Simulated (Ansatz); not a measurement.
S2-, multiplicity 2 (lowest of 2S+1 = 2, 4 at CCSD(T)/def2-TZVPP on PBE0 minima; our sources give no spin for the ground state, which may be another), most abundant isotopes (31.9721 and 31.9721 u). Constants from fifth-degree fits in 1/R to seven points on the lowest solution found; no spin–orbit coupling, no relativity up to Kr; ω_e x_e and α_e move by some per cent with the fit.

Correlated levels freeze the cores. CBS: X⁻³ extrapolation of the correlation energy, Hartree–Fock from the larger set.

The values were computed with Ansatz (a quantum-chemistry and plane-wave program) with Gaussian orbitals. Each number belongs to the level named beside it.

```
level                                          r_e (Å)  ω_e (cm⁻¹)  ω_e x_e (cm⁻¹)  α_e (cm⁻¹)
---------------------------------------------  -------  ----------  --------------  ----------
PBE/def2-TZVPP                                  2.0301       560.1            2.32     0.00153
CCSD(T)/CBS(aug-cc-pV(T+d)Z, aug-cc-pV(Q+d)Z)   2.0038       590.5            2.56     0.00157
```

Derive the rotational constants, the centrifugal constant, the fundamental, the zero-point energy and the force constant.


μ = 15.98604 u.
- PBE/def2-TZVPP: B_e = 16.8576/(μ r_e²) = 0.25587 cm⁻¹; B₀ = B_e − α_e/2 = 0.25511 cm⁻¹; D = 4B_e³/ω_e² = 2.14e-07 cm⁻¹; fundamental ω_e − 2ω_e x_e = 555 cm⁻¹; zero-point energy ω_e/2 − ω_e x_e/4 = 279 cm⁻¹; k = μ(2πcω_e)² = 296 N/m
- CCSD(T)/CBS(aug-cc-pV(T+d)Z, aug-cc-pV(Q+d)Z): B_e = 16.8576/(μ r_e²) = 0.26262 cm⁻¹; B₀ = B_e − α_e/2 = 0.26184 cm⁻¹; D = 4B_e³/ω_e² = 2.08e-07 cm⁻¹; fundamental ω_e − 2ω_e x_e = 585 cm⁻¹; zero-point energy ω_e/2 − ω_e x_e/4 = 295 cm⁻¹; k = μ(2πcω_e)² = 328 N/m
